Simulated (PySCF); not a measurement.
C₃H₈ClSi, multiplicity 2. Atoms are numbered in the order given.

```xyz
13

C     -0.7111     1.6952    -0.8290
Si    -0.0952     0.0187    -0.3377
C      1.4507    -0.4600    -1.2928
C     -1.4273    -1.2927    -0.5289
Cl     0.4161     0.1178     1.6947
H     -0.7583     2.5415    -0.1341
H     -1.0574     1.9143    -1.8479
H      2.2558     0.2742    -1.1341
H      1.8155    -1.4492    -0.9718
H      1.2346    -0.5061    -2.3737
H     -1.0507    -2.2787    -0.2119
H     -2.3120    -1.0481     0.0791
H     -1.7436    -1.3671    -1.5833
```
Charge 0, spin multiplicity 2.

Geometry optimised at TPSSh-D3(BJ)/def2-SVP. A frequency run showed that this geometry is not a minimum. The isomer is the one that the SMILES or the coordinates give; other isomers of the formula were not compared.

All values below come from PBE/def2-TZVP (PySCF).

ESP charges are fitted to the potential on shells at 1.4 to 2.0 van der Waals radii. Atomic charges (e):

```json
[
 {"atom": "C1", "ESP fit": "-0.57", "meta-Löwdin": "-0.49", "Mulliken spin": "0.99"},
 {"atom": "Si2", "ESP fit": "0.82", "meta-Löwdin": "0.93", "Mulliken spin": "0.02"},
 {"atom": "C3", "ESP fit": "-0.74", "meta-Löwdin": "-0.61", "Mulliken spin": "0.02"},
 {"atom": "C4", "ESP fit": "-0.75", "meta-Löwdin": "-0.61", "Mulliken spin": "0.02"},
 {"atom": "Cl5", "ESP fit": "-0.26", "meta-Löwdin": "-0.33", "Mulliken spin": "0.00"},
 {"atom": "H6", "ESP fit": "0.18", "meta-Löwdin": "0.14", "Mulliken spin": "-0.03"},
 {"atom": "H7", "ESP fit": "0.19", "meta-Löwdin": "0.13", "Mulliken spin": "-0.03"},
 {"atom": "H8", "ESP fit": "0.18", "meta-Löwdin": "0.14", "Mulliken spin": "0.00"},
 {"atom": "H9", "ESP fit": "0.19", "meta-Löwdin": "0.14", "Mulliken spin": "0.01"},
 {"atom": "H10", "ESP fit": "0.20", "meta-Löwdin": "0.13", "Mulliken spin": "0.00"},
 {"atom": "H11", "ESP fit": "0.19", "meta-Löwdin": "0.14", "Mulliken spin": "0.01"},
 {"atom": "H12", "ESP fit": "0.18", "meta-Löwdin": "0.14", "Mulliken spin": "0.00"},
 {"atom": "H13", "ESP fit": "0.20", "meta-Löwdin": "0.13", "Mulliken spin": "0.00"}
]
```

Computed Mayer and Wiberg (Löwdin basis) orders of the bonds:
```
bond     Mayer  Wiberg
-------  -----  ------
C1–Si2    1.06    1.32
Si2–C3    0.99    1.18
Si2–C4    0.99    1.18
Si2–Cl5   1.16    1.70
C1–H6     0.94    0.94
C1–H7     0.93    0.94
C3–H8     0.95    0.90
C3–H9     0.94    0.90
C3–H10    0.94    0.90
C4–H11    0.94    0.90
C4–H12    0.95    0.90
C4–H13    0.94    0.90
```
